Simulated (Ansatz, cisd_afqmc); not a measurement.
Species: CHBrF2, charge 0, singlet. CHBrF2 (bromo(difluoro)methane, SMILES FC(F)Br).
B3LYP-D3(BJ)/def2-TZVP minimum from Ansatz (a quantum-chemistry and plane-wave program):
```xyz
5

F     -1.4548     1.1355    -0.3242
C     -0.9757     0.0377     0.2785
F     -1.5308    -1.0390    -0.2965
Br     0.9694    -0.0330     0.0735
H     -1.2052     0.0592     1.3412
```
Charge 0, spin multiplicity 1.

Total energies in cc-pVTZ, 26 correlated electrons, 17 frozen orbitals. Radicals and triplets start from unrestricted determinants; spin-orbit coupling is neglected. Cores are frozen in correlated methods (noble-gas shells, and filled d and f shells in the p block). No relativity. The Monte Carlo rows (phaseless AFQMC, CISD trial, step 0.005/hartree) carry one-sigma bars that omit the constraint's bias. Outlying blocks are dropped, and bars are widened where a walk drifts. Over all cases where full CI ran beside it in this data, AFQMC minus full CI had a median of +0.1 mEh and passed +0.4 mEh in a tenth of the cases. Spin-orbit terms, left out, reach several kcal/mol for Br and I, and more for heavier atoms.

```
method         program          energy (Eh)  minus AFQMC/CISD (mEh)
----------  ----------  -------------------  ----------------------
HF              Ansatz          -2809.86966             875.7 ± 0.4
MP2             Ansatz          -2810.69629              49.1 ± 0.4
CCSD            Ansatz          -2810.71399              31.4 ± 0.4
CCSD(T)         Ansatz          -2810.74385               1.5 ± 0.4
AFQMC/CISD  cisd_afqmc  -2810.7454 ± 0.0004                     0.0
```
